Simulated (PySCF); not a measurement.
Simulated absorption spectrum

C4H12AlNO2.
SMILES: `C[N+](C)([AlH3-])COC=O`

Method used: TDDFT PBE0/def2-SVPD, vertical, gas phase, core orbitals frozen in the response (PySCF 2.14.0, density-fitted response routines). The structure is a single PBE0-D3(BJ)/def2-SVP conformer in the gas phase; no vibrational or solvent corrections. Torsions of this conformer, `[CH3:1][N+:2]([CH3:3])([AlH3-:4])[CH2:5][O:6][CH:7]=[O:8]`: C1–N2–C5–O6 -64°, N2–C5–O6–C7 -167°, C5–O6–C7–O8 -3°.

Each state is given a Gaussian of 0.3 eV full width at half maximum, with ε(max) = 2.175×10⁸ f / Δν̃ (Δν̃ the width in cm⁻¹). The width is an assumption, not a result. The curve ends short of the highest state used, and states not computed would add to its high-energy end.

| λ (nm) | ε (L mol⁻¹ cm⁻¹) |
| --- | --- |
| 179.7 | 3925 |
| 181.4 | 3226 |
| 183.1 | 2794 |
| 184.8 | 2868 |
| 186.5 | 3194 |
| 188.2 | 3331 |
| 189.9 | 3038 |
| 191.6 | 2393 |
| 193.3 | 1639 |
| 195.0 | 993 |
| 196.7 | 564 |
| 198.5 | 349 |
| 200.2 | 314 |
| 201.9 | 364 |
| 203.6 | 433 |
| 205.3 | 473 |
| 207.0 | 465 |
| 208.7 | 413 |
| 210.4 | 336 |
| 212.1 | 254 |
| 213.8 | 179 |
| 215.5 | 118 |
| 217.2 | 72 |
| 218.9 | 41 |
| 220.6 | 21 |
| 222.4 | 10 |
| 224.1 | 4 |
| 225.8 | 2 |
| 227.5 | 1 |
| 229.2 | 0 |

(1) Locate the maxima and give the states behind the curve.

(2) Coming from long wavelengths, where does ε first pass 100 L mol⁻¹ cm⁻¹?

(3) On this curve, what absorbance would a 10⁻⁴ mol/L sample give at 193 nm over a 1 cm path?

Results:

(1) 206 nm (6.02 eV), ε about 480, made up of S1 (10%), S2 (69%) and S3 (20%); 188 nm (6.60 eV), ε about 3300, made up of S4 (23%) and S5 (74%) (ε in L mol⁻¹ cm⁻¹; maxima over ε = 5, shares over 10%). At its high-energy end, 6.90 eV, the curve is still rising (ε about 3900, from S6 and S7). The states used: S1 5.86 eV (f 0.0012); S2 6.02 eV (f 0.0037); S3 6.11 eV (f 0.0013); S4 6.49 eV (f 0.012); S5 6.62 eV (f 0.028); S6 6.93 eV (f 0.032); S7 7.05 eV (f 0.021); S8 7.30 eV (f 0.0062); S9 7.47 eV (f 0.0057); S10 7.50 eV (f 0.028).

(2) At about 216 nm (5.74 eV), 0.12 eV below S1.

(3) 193 nm is 6.424 eV, where ε is about 1800 L mol⁻¹ cm⁻¹, so A = ε c l ≈ 0.18 (Beer–Lambert, with the gas-phase spectrum and the assumed width).

The vertical ionisation energy (ΔSCF) is 9.56 eV, 2.06 eV above S10.
